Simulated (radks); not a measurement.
Question: The mean radii <r> (bohr) of the occupied orbitals of an atom or ion are listed with their occupations. Method: scalar-relativistic Kohn-Sham, exchange-only r2SCAN, spin-polarised, spherical densities, finite nucleus; meta-GGA in the generalised Kohn-Sham scheme; Fermi nuclear charge, rms radius of each element as measured or else 0.836 A^(1/3) + 0.57 fm; computed with a radial shooting solver on a logarithmic mesh with Libxc functionals.

| orbital | occ. | <r> |
|---|---|---|
| 1s | 2 | 0.1748 |
| 2s | 2 | 0.8073 |

Name the element and its charge. Open shells, if any, are filled with parallel spins first.

Answer: Z = 9, fluorine, charge +5: F5+ in [He] 2s2. The 1s radius gives Z: for a bare nucleus <r> = (2 gamma + 1)/(2Z) with gamma = sqrt(1 - (Z/c)^2), 0.1664 bohr for Z = 9, and screening makes it slightly larger (0.1748 here). The occupations add up to 4, and the charge is Z minus that.
